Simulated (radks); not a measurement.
Values are calculated unless marked as measured or tabulated.
Problem. Species: Au-. Configuration: [Hg]. Level of theory: scalar-relativistic Kohn-Sham, LDA (Slater exchange, Perdew-Wang correlation), spin-polarised, spherical densities, point nucleus; Watson sphere of charge +1 and radius 3.51 bohr (a radial shooting solver on a logarithmic mesh with Libxc functionals). Some entries of the table are withheld. Estimate them.

orbital,occ.,eigenvalue (Ry),r(max) (bohr),<r> (bohr)
1s,2,-5933.037,0.01042,0.01687
2s,2,-1046.878,0.06020,0.07115
2p,6,-905.2738,0.04982,0.06426
3s,2,-247.0348,0.1697,0.1840
3p,6,-205.9738,0.1691,0.1852
3d,10,-162.0683,0.1376,(1)
4s,2,(2),0.3827,0.4073
4p,6,-40.07227,0.4029,0.4339
4d,10,-23.91095,0.4104,0.4586
5s,2,-7.95237,0.8467,0.9254
4f,14,-5.95617,0.3749,0.4987
5p,6,-4.36906,0.9512,1.072
5d,10,-0.48374,1.217,1.658
6s,2,-0.45555,(3),2.937

Solution. 
(1) 3d <r> (bohr): 0.1677
(2) 4s eigenvalue (Ry): -53.53877
(3) 6s r(max) (bohr): 2.380
